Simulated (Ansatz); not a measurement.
Species: H2Se, charge 0, singlet. H2Se (selane, SMILES [SeH2]).
B3LYP-D3(BJ)/def2-TZVP minimum from Ansatz (a first-principles code):
```
Se
H 1 1.4704
H 1 1.4704 2 91.29
```

Total energies in hartree (Ansatz). UHF or UKS for unpaired electrons; spin-orbit terms are left out. Cores are frozen in correlated methods (noble-gas shells, and filled d and f shells in the p block). No relativity. Where a partner has so few electrons that a lower coupled-cluster level is exact, that level stands in.

```tsv
species	HF/cc-pVTZ	CCSD(T)/cc-pVTZ	HF/cc-pVQZ	CCSD(T)/cc-pVQZ	CCSD(T)/cc-pV5Z	CCSDT(Q)/cc-pV5Z
1: H2Se (SMILES [SeH2])	-2401.04843	-2401.24642	-2401.05216	-2401.26426	-2401.26930	-2401.27022
2: Se (triplet)	-2399.87209	-2399.99441	-2399.87500	-2400.00700	-2400.01064	-2400.01137
3: H (doublet)	-0.49981	-0.49981	-0.49995	-0.49995	-0.49999	-0.49999
```

Question: Work out the atomisation energy (electronic, to ground-state atoms) in kcal/mol: take Hartree-Fock from cc-pVQZ, extrapolate the CCSD(T) correlation energy as X^-3 (X = 3, 4), and add CCSDT(Q) - CCSD(T) in cc-pV5Z. 1 hartree = 627.51 kcal/mol.

Answer: 
Species 1: correlation (64·(-0.21210) - 27·(-0.19799))/37 = -0.22240; step -0.00092; E1 = -2401.05216 + (-0.22240) + (-0.00092) = -2401.27548
Species 2: correlation (64·(-0.13200) - 27·(-0.12232))/37 = -0.13906; step -0.00073; E2 = -2399.87500 + (-0.13906) + (-0.00073) = -2400.01479
Species 3: correlation (64·(0.00000) - 27·(0.00000))/37 = 0.00000; step +0.00000; E3 = -0.49995 + (0.00000) + (+0.00000) = -0.49995
-1·E1 +1·E2 +2·E3 = 0.26079 hartree = 163.6 kcal/mol.
